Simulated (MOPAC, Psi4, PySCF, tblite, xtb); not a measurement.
Dimer HCl ··· CH3Cl (SMILES Cl and CCl) at R = 3.32 Å between the centres of mass, closest contact 2.33 Å (a higher rigid-body minimum at GFN2-xTB). Geometry in Å and degrees:

```
C
H 1 1.0858
H 1 1.0858 2 110.57
H 1 1.0858 2 110.57 3 122.80
Cl 1 1.7944 2 108.35 4 118.60
H 5 2.3300 1 89.11 2 -43.87
Cl 6 1.2820 5 142.83 1 10.38
```

GFN2-xTB (tblite); SAPT0/jun-cc-pVDZ, frozen core (Psi4); PBE0/def2-TZVP, counterpoise-corrected (Psi4); PBE0-D3(BJ)/def2-TZVP, counterpoise-corrected (Psi4); PBE/def2-TZVP, counterpoise-corrected (Psi4); PBE-D3(BJ)/def2-TZVP, counterpoise-corrected (Psi4); M06-2X/def2-TZVP, counterpoise-corrected (Psi4); HF/aug-cc-pVTZ, counterpoise-corrected (Psi4); MP2/aug-cc-pVTZ = Psi4 with DF-MP2/aug-cc-pVTZ, frozen core, counterpoise-corrected; SCS-MP2/aug-cc-pVTZ = DF-SCS-MP2/aug-cc-pVTZ, frozen core, counterpoise-corrected (Psi4); PM3, restricted, heats of formation (MOPAC); AM1, restricted, heats of formation (MOPAC); GFN1-xTB (xtb); RKS-B3LYP/6-31G* = restricted B3LYP/6-31G*, spherical d, no counterpoise correction run with PySCF; RMP2/6-31G* = restricted MP2 (frozen core)/6-31G*, spherical d, no counterpoise correction (PySCF 2.14.0); RMP2/3-21G = restricted MP2 (frozen core)/3-21G, no counterpoise correction run with PySCF; RHF/6-31G* = restricted Hartree-Fock/6-31G*, spherical d, no counterpoise correction (PySCF).

### Question
What interaction energy does each level give?

### Answer

```
method                 E_int / kcal/mol
---------------------  ----------------
PBE-D3(BJ)/def2-TZVP              -3.62
PBE0-D3(BJ)/def2-TZVP             -3.33
GFN2-xTB                          -3.23
MP2/aug-cc-pVTZ                   -3.10
M06-2X/def2-TZVP                  -2.80
GFN1-xTB                          -2.73
PBE/def2-TZVP                     -2.37
PBE0/def2-TZVP                    -2.16
SCS-MP2/aug-cc-pVTZ               -2.03
RMP2/3-21G                        -1.91
RMP2/6-31G*                       -1.76
SAPT0/jun-cc-pVDZ                 -1.73
PM3                               -1.72
RKS-B3LYP/6-31G*                  -1.71
AM1                               -1.13
RHF/6-31G*                         0.45
HF/aug-cc-pVTZ                     0.73
```
